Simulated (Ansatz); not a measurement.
Cu(PH3)F (CuPH₃F). The state is a singlet with charge 0. Geometry r2SCAN-D4/def2-TZVP, basis def2-TZVP, Ansatz.

```
atom    x (Å)    y (Å)    z (Å)
 Cu1   0.8668  -0.9569  -0.6574
  P2  -0.3850   0.4249   0.2920
  H3  -1.1076   1.3545  -0.4871
  H4   0.1656   1.3340   1.2213
  H5  -1.4562  -0.0412   1.0847
  F6   1.9164  -2.1153  -1.4534
```

| run | HOMO (eV) | LUMO (eV) |
| --- | --- | --- |
| A | -5.86 | -1.58 |
| B | -7.37 | -0.80 |
| C | -10.19 | 1.46 |
| D | -7.48 | -0.67 |
| E | -8.83 | 0.11 |
| F | -9.91 | 1.09 |

LC-ωPBE has ω = 0.4 bohr⁻¹.

Problem. The runs used BHLYP, LC-ωPBE, PBE0, r2SCAN0, revPBE, ωB97M-V. Estimate which is which.

Solution. A revPBE (0 % exact exchange); B PBE0 (25 % exact exchange); C LC-ωPBE (range-separated); D r2SCAN0 (25 % exact exchange); E BHLYP (50 % exact exchange); F ωB97M-V (range-separated). Exact exchange lowers occupied and raises empty levels; among semilocal functionals meta-GGAs tend to open the gap a little, and such runs are hard to tell apart. The gap grows from 4.28 eV (revPBE) to 11.65 eV (LC-ωPBE).
